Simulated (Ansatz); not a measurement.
`NBF` + `O[SiH3]` → `FBO[SiH3]` + NH₃ at 700 K and 1 bar (ligand exchange at a B–N bond).

Gas-phase electronic energies from Ansatz, PBE0-D4/def2-TZVP geometries. CCSD(T)/CBS adds triple-zeta CCSD(T) − MP2 to the extrapolated MP2 energy (def2 sets, frozen cores). This one scheme is used for every species. One conformer a species, not always the lowest.

```
    species  CCSD(T)/CBS energy (Eh)  H − E (kJ/mol)  S (J/(mol·K))
      `NBF`               -181.19761           153.7          318.4
  `O[SiH3]`               -366.69042           144.6          321.6
`FBO[SiH3]`               -491.38634           181.6          407.7
        NH₃                -56.50880           116.9          226.5
```

H − E and S are ideal-gas, rigid-rotor, harmonic terms from PBE0-D4/def2-TZVP, for one conformer and one mirror image of each species. 1 Eh = 2625.50 kJ/mol, R = 8.31446 J/(mol·K).

Q: By hand: ΔE, ΔH, ΔS and ΔG.

A: ΔE = (-491.38634) + (-56.50880) − (-181.19761) − (-366.69042) = -0.00711 Eh = -18.7 kJ/mol. Δ(H − E) = 181.6 + 116.9 − 153.7 − 144.6 = 0.2, so ΔH = -18.5 kJ/mol. ΔS = 407.7 + 226.5 − 318.4 − 321.6 = -5.8 J/(mol·K). ΔG = -18.5 − 700 × (-5.8)/1000 = -14.4 kJ/mol.

Q: By hand: the equilibrium constant, and the temperature at which ΔG would vanish if ΔH and ΔS stayed fixed.

A: log₁₀ K = −ΔG/(RT ln 10) = 1.1. ΔG = 0 at ΔH/ΔS = 3190 K, far beyond where these terms or the molecules hold.

The number of gas molecules stays the same, so ΔS is small and ΔH decides. A doubt of 5 kJ/mol in ΔE shifts log₁₀ K by 0.4 here. Other conformers and mirror images would add mixing entropy, several J/(mol·K) or more a flexible species. These are equilibria of isolated gas molecules and say nothing of rates. Largest T1 diagnostic: 0.013 (customary marks: 0.02 for closed shells, 0.045 for open ones).
